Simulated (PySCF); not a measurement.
A run for PySCF: R-HF/STO-3G on KRb, 2S+1 = 1, a spin state set in the input, which need not be the lowest, a point of a bond scan (R = 4.168 Å).

```python
from pyscf import gto, scf, dft, mp
from pyscf.data.elements import chemcore

mol = gto.M(
    atom='''
    K     0.00000000    0.00000000    0.00000000
    Rb    0.00000000    0.00000000    4.16846800
    ''',
    basis='sto-3g',
    charge=0, spin=0, verbose=3, max_memory=1800)
mf = scf.RHF(mol)
mf.conv_tol = 1e-8
mf.max_cycle = 100
mf.kernel()
if not mf.converged:
    mf = mf.newton().run(mf.mo_coeff, mf.mo_occ)
```

It printed:

```
converged SCF energy = -3500.70580508436
```

Self-consistency was reached.

Cost: very roughly 0.21 core-seconds.
